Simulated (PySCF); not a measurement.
PySCF input (HF/def2-TZVPD):

```python
from pyscf import gto, scf, dft

mol = gto.M(
    atom='''
    Sn   -0.00320074    0.00045965   -0.03349655
    H     0.08911333   -1.51299313    0.81594046
    H     0.07092378    1.49001039    0.85888713
    ''',
    basis='def2-tzvpd',
    ecp='def2-tzvp',
    charge=1,
    spin=1,
    verbose=4,
)

mf = scf.UHF(mol).density_fit(auxbasis='def2-universal-jkfit')
mf.conv_tol = 1e-9
mf.max_cycle = 100
mf.max_memory = 1500
mf.kernel()
if not mf.converged:
    mf = mf.newton()
    mf.kernel(mf.make_rdm1())
for _ in range(2):
    mo, _, stable, _ = mf.stability(return_status=True)
    if stable:
        break
    mf.kernel(mf.make_rdm1(mo, mf.mo_occ))
mf.analyze()
```

End of the output:

```
Extra cycle  E= -214.196172687606  delta_E= -6.82e-13  |g|= 4.68e-07  |ddm|= 2.26e-06
converged SCF energy = -214.196172687606  <S^2> = 0.76478302  2S+1 = 2.0147288
uhf_internal: lowest eigs of H = [0.1535427  0.20313596 0.30932672]
<class 'pyscf.df.df_jk.DFUHF'> wavefunction is stable in the internal stability analysis
**** SCF Summaries ****
Total Energy =                        -214.196172687606463
Nuclear Repulsion Energy =              13.573173827673077
One-electron Energy =                 -397.439219678712561
Two-electron Energy =                  169.669873163433010
Two-electron Coulomb Energy =          187.268743201339220
DFT Exchange-Correlation Energy =      -17.598870037906210
HOMO-LUMO gap [eV] =                     9.659684966085454
**** MO energy ****
                             alpha | beta                alpha | beta
MO #1   energy= -6.15424031737716  | -6.14924137448629  occ= 1 | 1
MO #2   energy= -4.34745991493911  | -4.3458093370764   occ= 1 | 1
MO #3   energy= -4.34199680327926  | -4.33410103549632  occ= 1 | 1
MO #4   energy= -4.33304047381481  | -4.332390889277    occ= 1 | 1
MO #5   energy= -1.61451567015618  | -1.61034448348817  occ= 1 | 1
MO #6   energy= -1.61125013706933  | -1.60588409530172  occ= 1 | 1
MO #7   energy= -1.60467424331208  | -1.60380681500258  occ= 1 | 1
MO #8   energy= -1.60122239210817  | -1.59567017669194  occ= 1 | 1
MO #9   energy= -1.59722646691759  | -1.59244511775857  occ= 1 | 1
MO #10  energy= -0.898593335551836 | -0.843167328650821 occ= 1 | 1
MO #11  energy= -0.717839407003157 | -0.66766833201358  occ= 1 | 1
MO #12  energy= -0.596888067394484 | -0.241901189512346 occ= 1 | 0
MO #13  energy= -0.2402488384259   | -0.220823299445617 occ= 0 | 0
MO #14  energy= -0.113091715038388 | -0.102016522647594 occ= 0 | 0
MO #15  energy= -0.0938289451642831 | -0.0838167786749491 occ= 0 | 0
MO #16  energy= -0.0893073686549966 | -0.0642521550783499 occ= 0 | 0
MO #17  energy= -0.0453885168706242 | -0.0429122128887478 occ= 0 | 0
MO #18  energy= -0.0444810725060075 | -0.0358774138986534 occ= 0 | 0
MO #19  energy= -0.0435642388051475 | -0.0343659685068672 occ= 0 | 0
MO #20  energy= -0.026965536858647 | -0.0247894370740385 occ= 0 | 0
MO #21  energy= -0.0182081665906066 | -0.00248851402913708 occ= 0 | 0
MO #22  energy= 0.000301353048426378 | 0.00483765864518659 occ= 0 | 0
MO #23  energy= 0.0167306880486091 | 0.0288297722963877 occ= 0 | 0
MO #24  energy= 0.0468135871731779 | 0.0658190204694655 occ= 0 | 0
MO #25  energy= 0.113364894413149  | 0.115902842308442  occ= 0 | 0
MO #26  energy= 0.120733506984125  | 0.129059130671119  occ= 0 | 0
MO #27  energy= 0.122607751808981  | 0.130270006762851  occ= 0 | 0
MO #28  energy= 0.126633499682385  | 0.140207321316358  occ= 0 | 0
MO #29  energy= 0.148621239627435  | 0.169853236814291  occ= 0 | 0
MO #30  energy= 0.187263319006293  | 0.201015732795585  occ= 0 | 0
MO #31  energy= 0.191016628263999  | 0.207766107629348  occ= 0 | 0
MO #32  energy= 0.211433242338844  | 0.21788641056393   occ= 0 | 0
MO #33  energy= 0.240478764470215  | 0.247591535096657  occ= 0 | 0
MO #34  energy= 0.256312614576802  | 0.268392114136542  occ= 0 | 0
MO #35  energy= 0.295593670078498  | 0.298355653163383  occ= 0 | 0
MO #36  energy= 0.318250503827427  | 0.339548277792858  occ= 0 | 0
MO #37  energy= 0.398157035171518  | 0.42117620210561   occ= 0 | 0
MO #38  energy= 0.433153230131356  | 0.449762270525454  occ= 0 | 0
MO #39  energy= 0.642199135696555  | 0.650561790509136  occ= 0 | 0
MO #40  energy= 0.650770756002417  | 0.675746356260967  occ= 0 | 0
MO #41  energy= 0.658100863272621  | 0.683493729278623  occ= 0 | 0
MO #42  energy= 0.706892611366341  | 0.719968631554372  occ= 0 | 0
MO #43  energy= 0.712330904026848  | 0.722227351383949  occ= 0 | 0
MO #44  energy= 0.71440060820836   | 0.729644235044564  occ= 0 | 0
MO #45  energy= 0.759594724489151  | 0.77511278660546   occ= 0 | 0
MO #46  energy= 0.782463349538399  | 0.806057797019605  occ= 0 | 0
MO #47  energy= 0.961734144333069  | 0.979895904907191  occ= 0 | 0
MO #48  energy= 0.970960891099915  | 0.980407613420145  occ= 0 | 0
MO #49  energy= 1.15776992682102   | 1.17896135610112   occ= 0 | 0
MO #50  energy= 1.16407798242314   | 1.17904376948364   occ= 0 | 0
MO #51  energy= 1.17252257173795   | 1.18361901416043   occ= 0 | 0
MO #52  energy= 1.17449250747633   | 1.19558006704559   occ= 0 | 0
MO #53  energy= 1.19929792013365   | 1.21501193229303   occ= 0 | 0
MO #54  energy= 1.66776340809199   | 1.68990090990745   occ= 0 | 0
MO #55  energy= 1.71436530574402   | 1.73528362059869   occ= 0 | 0
MO #56  energy= 1.74199925281747   | 1.76109430212207   occ= 0 | 0
MO #57  energy= 1.80472715514863   | 1.82541706096396   occ= 0 | 0
MO #58  energy= 2.2244173827626    | 2.24234764352613   occ= 0 | 0
MO #59  energy= 2.26255738133352   | 2.27828758131323   occ= 0 | 0
MO #60  energy= 2.27954914563391   | 2.28497009238988   occ= 0 | 0
MO #61  energy= 2.28460836877482   | 2.29012152849802   occ= 0 | 0
MO #62  energy= 2.34327747147523   | 2.34649748089317   occ= 0 | 0
MO #63  energy= 2.35603942086004   | 2.35810425794723   occ= 0 | 0
MO #64  energy= 2.3596795669915    | 2.36387887199413   occ= 0 | 0
MO #65  energy= 2.37917076873075   | 2.38749533089213   occ= 0 | 0
MO #66  energy= 2.44001377005312   | 2.44666467476612   occ= 0 | 0
MO #67  energy= 2.79293019280396   | 2.80872074348367   occ= 0 | 0
MO #68  energy= 2.86933301984253   | 2.88654766478106   occ= 0 | 0
MO #69  energy= 3.46597894243534   | 3.47828784474786   occ= 0 | 0
MO #70  energy= 36.5428890188281   | 36.544316149982    occ= 0 | 0
MO #71  energy= 37.0852750070261   | 37.0863963768302   occ= 0 | 0
MO #72  energy= 37.2352762089107   | 37.2402454290832   occ= 0 | 0
MO #73  energy= 37.3614172654344   | 37.3612104293663   occ= 0 | 0
MO #74  energy= 113.750019044029   | 113.750189400405   occ= 0 | 0

To work with the spin densities directly, `use mulliken_meta_spin()` only printing them here.

WARN: Weak orthogonality for localized orbitals 4.4469862252691185e-09

 ** Mulliken spin pop alpha/beta on meta-lowdin orthogonal AOs **
 ** Mulliken Spin Density (per AO)  **
spin_pop of  0 Sn 4s        0.00000
spin_pop of  0 Sn 5s        0.25791
spin_pop of  0 Sn 6s        0.00946
spin_pop of  0 Sn 7s        0.00022
spin_pop of  0 Sn 8s       -0.00001
spin_pop of  0 Sn 9s        0.00018
spin_pop of  0 Sn 10s        0.00170
spin_pop of  0 Sn 4px       0.00033
spin_pop of  0 Sn 4py      -0.00002
spin_pop of  0 Sn 4pz      -0.00101
spin_pop of  0 Sn 5px       0.03213
spin_pop of  0 Sn 5py       0.00004
spin_pop of  0 Sn 5pz       0.00029
spin_pop of  0 Sn 6px       0.00813
spin_pop of  0 Sn 6py       0.00232
spin_pop of  0 Sn 6pz      -0.02302
spin_pop of  0 Sn 7px       0.20410
spin_pop of  0 Sn 7py       0.00020
spin_pop of  0 Sn 7pz      -0.00471
spin_pop of  0 Sn 8px       0.01587
spin_pop of  0 Sn 8py       0.00000
spin_pop of  0 Sn 8pz      -0.00021
spin_pop of  0 Sn 4dxy     -0.00721
[...]
```
